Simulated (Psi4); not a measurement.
C$_{4}$H$_{9}$F (SMILES CC(C)(C)F), singlet, geometry from GFN2-xTB; MP2/def2-TZVPD (Psi4).

Input for Psi4:
```
memory 2 GB

molecule mol {
0 1
C     1.119337    0.087466   -1.027135
C     0.004524   -0.002215    0.009204
C    -0.963583   -1.139243   -0.298672
C    -0.720869    1.328515    0.175972
F     0.608113   -0.297795    1.237324
H     0.701915    0.316275   -2.003298
H     1.824263    0.867705   -0.750106
H     1.654583   -0.857494   -1.081928
H    -1.460951   -0.957517   -1.246876
H    -1.711941   -1.214896    0.486615
H    -0.425461   -2.082509   -0.354471
H    -0.013402    2.107041    0.451339
H    -1.208921    1.604958   -0.754014
H    -1.469562    1.249455    0.960604
}

set {
  basis def2-tzvpd
  reference rhf
  freeze_core true
}

energy('mp2')
print_variables()
```

What the program printed (banner, timings and long lists left out):

```
    SCF Algorithm Type (re)set to DF.

   => Loading Basis Set <=

    Name: DEF2-TZVPD
    Role: ORBITAL
    Keyword: BASIS

         ---------------------------------------------------------
                                   SCF
               by Justin Turney, Rob Parrish, Andy Simmonett
                          and Daniel G. A. Smith
                              RHF Reference
         ---------------------------------------------------------

  ==> Geometry <==

    Molecular point group: c1
    Full point group: C1

    Geometry (in Angstrom), charge = 0, multiplicity = 1:

       Center              X                  Y                   Z               Mass
    ------------   -----------------  -----------------  -----------------  -----------------
         C            1.083841511613     0.104848311488    -1.099357580681    12.000000000000
         C           -0.030971488387     0.015167311488    -0.063018580681    12.000000000000
         C           -0.999078488387    -1.121860688512    -0.370894580681    12.000000000000
         C           -0.756364488387     1.345897311488     0.103749419319    12.000000000000
         F            0.572617511613    -0.280412688512     1.165101419319    18.998403162730
         H            0.666419511613     0.333657311488    -2.075520580681     1.007825032230
         H            1.788767511613     0.885087311488    -0.822328580681     1.007825032230
         H            1.619087511613    -0.840111688512    -1.154150580681     1.007825032230
         H           -1.496446488387    -0.940134688512    -1.319098580681     1.007825032230
         H           -1.747436488387    -1.197513688512     0.414392419319     1.007825032230
         H           -0.460956488387    -2.065126688512    -0.426693580681     1.007825032230
         H           -0.048897488387     2.124423311488     0.379116419319     1.007825032230
         H           -1.244416488387     1.622340311488    -0.826236580681     1.007825032230
         H           -1.505057488387     1.266837311488     0.888381419319     1.007825032230

  Running in c1 symmetry.

  Rotational constants: A =      0.15768  B =      0.15768  C =      0.15122 [cm^-1]
  Rotational constants: A =   4727.15447  B =   4727.15396  C =   4533.53159 [MHz]
  Nuclear repulsion =  198.070019092016594

  Charge       = 0
  Multiplicity = 1
  Electrons    = 42
  Nalpha       = 21
  Nbeta        = 21

  ==> Algorithm <==

  SCF Algorithm Type is DF.
  DIIS enabled.
  MOM disabled.
  Fractional occupation disabled.
  Guess Type is SAD.
  Energy threshold   = 1.00e-08
  Density threshold  = 1.00e-08
  Integral threshold = 1.00e-12

  ==> Primary Basis <==

  Basis Set: DEF2-TZVPD
    Blend: DEF2-TZVPD
    Number of shells: 111
    Number of basis functions: 269
    Number of Cartesian functions: 299
    Spherical Harmonics?: true
    Max angular momentum: 3

   => Loading Basis Set <=

    Name: (DEF2-TZVPD AUX)
    Role: JKFIT
    Keyword: DF_BASIS_SCF

  ==> Integral Setup <==

  SCF_SUBTYPE=INCORE selected. In-core MEM_DF algorithm will be used.
  Using in-core AOs.

  ==> MemDFJK: Density-Fitted J/K Matrices <==

    J tasked:                   Yes
    K tasked:                   Yes
    wK tasked:                   No
    Algorithm:                 Core
    Schwarz Cutoff:           1E-12
    Mask sparsity (%):       0.4975
    Fitting Condition:        1E-10

   => Auxiliary Basis Set <=

  Basis Set: (DEF2-TZVPD AUX)
    Blend: DEF2-UNIVERSAL-JKFIT
    Number of shells: 179
    Number of basis functions: 539
    Number of Cartesian functions: 629
    Spherical Harmonics?: true
    Max angular momentum: 4

  Minimum eigenvalue in the overlap matrix is 6.4550313799E-06.
  Reciprocal condition number of the overlap matrix is 4.0657223699E-07.
    Using symmetric orthogonalization.

  ==> Pre-Iterations <==

  SCF Guess: Superposition of Atomic Densities via on-the-fly atomic UHF (no occupation information).

   -------------------------
[...]
  Energy and wave function converged.

  ==> Post-Iterations <==

    Orbital Energies [Eh]
    ---------------------

    Doubly Occupied:

[...]
    Virtual:

[...]
    Final Occupation by Irrep:
              A
    DOCC [    21 ]
    NA   [    21 ]
    NB   [    21 ]

  @DF-RHF Final Energy:  -256.26453851358951

   => Energetics <=

    Nuclear Repulsion Energy =            198.0700190920165937
    One-Electron Energy =                -742.9677459857812210
    Two-Electron Energy =                 288.6331883801751701
    Total Energy =                       -256.2645385135895140

Computation Completed

Properties will be evaluated at   0.000000,   0.000000,   0.000000 [a0]

Properties computed using the SCF density matrix

 Multipole Moments:

 ------------------------------------------------------------------------------------
     Multipole            Electronic (a.u.)      Nuclear  (a.u.)        Total (a.u.)
 ------------------------------------------------------------------------------------

 L = 1.  Multiply by 2.5417464519 to convert [e a0] to [Debye]
 Dipole X            :          2.4622903           -2.8172349           -0.3549446
 Dipole Y            :         -1.2057913            1.3796098            0.1738185
 Dipole Z            :          5.0100024           -5.7322071           -0.7222047
 Magnitude           :                                                    0.8232729

 ------------------------------------------------------------------------------------

  //>>>>>>>>>>>>>>>>>>>>>>>>>>>>>>>>>>>//
  //               DFMP2               //
  //<<<<<<<<<<<<<<<<<<<<<<<<<<<<<<<<<<<//

   => Loading Basis Set <=

    Name: (DEF2-TZVPD AUX)
    Role: RIFIT
    Keyword: DF_BASIS_MP2

	 --------------------------------------------------------
	                          DF-MP2
	      2nd-Order Density-Fitted Moller-Plesset Theory

	        Rob Parrish, Justin Turney, Andy Simmonett,
	           Ed Hohenstein, and C. David Sherrill
	 --------------------------------------------------------

   => Auxiliary Basis Set <=

  Basis Set: (DEF2-TZVPD AUX)
    Blend: DEF2-TZVPD-RI
    Number of shells: 220
    Number of basis functions: 676
    Number of Cartesian functions: 809
    Spherical Harmonics?: true
    Max angular momentum: 4

	 --------------------------------------------------------
	                 NBF =   269, NAUX =   676
	 --------------------------------------------------------
	   CLASS    FOCC     OCC    AOCC    AVIR     VIR    FVIR
	   PAIRS       5      21      16     248     248       0
	 --------------------------------------------------------

	-----------------------------------------------------------
	 ==================> DF-MP2 Energies <====================
	-----------------------------------------------------------
	 Reference Energy          =    -256.2645385135895140 [Eh]
	 Singles Energy            =      -0.0000000000000000 [Eh]
	 Same-Spin Energy          =      -0.2199753093135624 [Eh]
	 Opposite-Spin Energy      =      -0.7171102688187245 [Eh]
	 Correlation Energy        =      -0.9370855781322869 [Eh]
	 Total Energy              =    -257.2016240917217829 [Eh]
	-----------------------------------------------------------
	 ================> DF-SCS-MP2 Energies <==================
	-----------------------------------------------------------
	 SCS Same-Spin Scale       =       0.3333333333333333 [-]
	 SCS Opposite-Spin Scale   =       1.2000000000000000 [-]
	 SCS Same-Spin Energy      =      -0.0733251031045208 [Eh]
	 SCS Opposite-Spin Energy  =      -0.8605323225824694 [Eh]
	 SCS Correlation Energy    =      -0.9338574256869902 [Eh]
	 SCS Total Energy          =    -257.1983959392765087 [Eh]
	-----------------------------------------------------------

  Variable Map:
  ----------------------------------------------------------------------------
[...]
  Array Variable Map:
  ----------------------------------------------------------------------------
[...]
[...]
```
